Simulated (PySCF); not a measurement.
Computed IR spectrum (relative IR intensity) of a molecule C5H3N3. Geometry: B3LYP-D3(BJ)/def2-SVP. Other conformers were not sampled. Level of theory: B3LYP-D3(BJ)/def2-SVP run with PySCF 2.14.0. Frequencies are harmonic and unscaled.

ν (cm⁻¹): 364 (w), 585 (w), 593 (w), 658 (vw), 822 (w), 826 (w), 849 (m), 1018 (vw), 1279 (vw), 1298 (w), 1308 (w), 1458 (vs), 1616 (vs), 1630 (s), 3164 (m) (against the strongest line: vs over 80 %, s over 45 %, m over 15 %, w over 4 %, vw less)

Task: Identify the compound among the candidates.
A. N#Cc1cnccn1
B. N#Cc1ccncn1
C. N#Cc1ncccn1
D. N#Cc1cncnc1

Result: C, N#Cc1ncccn1
